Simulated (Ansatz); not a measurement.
Ansatz (an electronic-structure program) job for F₄Zr, SMILES [F][Zr]([F])([F])[F] (connectivity only; charge and spin as stated), charge +1, multiplicity 2, PBE0/def2-SVPD. Geometry optimised at B3LYP-D3(BJ)/def2-SVP. The multiplicity is an assumed one; other spin states were not compared. The isomer is the one that the SMILES or the coordinates give; other isomers of the formula were not compared. The def2 effective core potentials stand for the cores of Zr; spin–orbit coupling is left out.

Ansatz 0.2 input:
```yaml
crystal:
  periodic: [false, false, false]
  atoms:
    - {symbol: Zr, position_ang: [-0.00000000, 0.00000000, -0.17604263]}
    - {symbol: F, position_ang: [0.00000000, -1.55616734, -1.18126112]}
    - {symbol: F, position_ang: [1.02178421, -0.00000000, 1.57246696]}
    - {symbol: F, position_ang: [0.00000000, 1.55616734, -1.18126111]}
    - {symbol: F, position_ang: [-1.02178420, -0.00000000, 1.57246697]}
basis:
  gaussian:
    orbitals: def2-SVPD
hamiltonian:
  xc: {name: PBE0}
total_charge: 1
magnetization: {spin_polarized: true, initial_magnetization: 1}
```

It prints:

```
WARN ansatz: RAYON_NUM_THREADS=1 ignored (pool sized by the plan → 1); use --threads N
Functional definition: PBE0
integrals: 0.05 GiB planned
1096 factors; their error is unknown
mean field: 0.65 GiB planned
mean field evaluation 1: about -12110.0762 eV, gradient 6.7e1 eV
mean field evaluation 2: about -11952.1747 eV, gradient 2.3e2 eV
mean field evaluation 4: about -12124.1701 eV, gradient 1.5e1 eV
mean field evaluation 8: about -12124.9499 eV, gradient 1.0e-1 eV
mean field evaluation 16: about -12124.9500 eV, gradient 4.8e-4 eV
mean field -12124.94997097 eV, -445.5836928469 hartree, gradient 1.9e-5 eV, S^2 0.762477; 1 other end points of the search recorded, 0 dependent functions left out
reference -12124.95001425 eV, -445.5836944374 hartree; 24, 23 occupied and 102, 103 virtual orbitals, 1096 factors
Total energy: -12124.95001425 eV, -445.5836944374 hartree
```

The run converged.

Cost: very roughly 9 core-seconds.
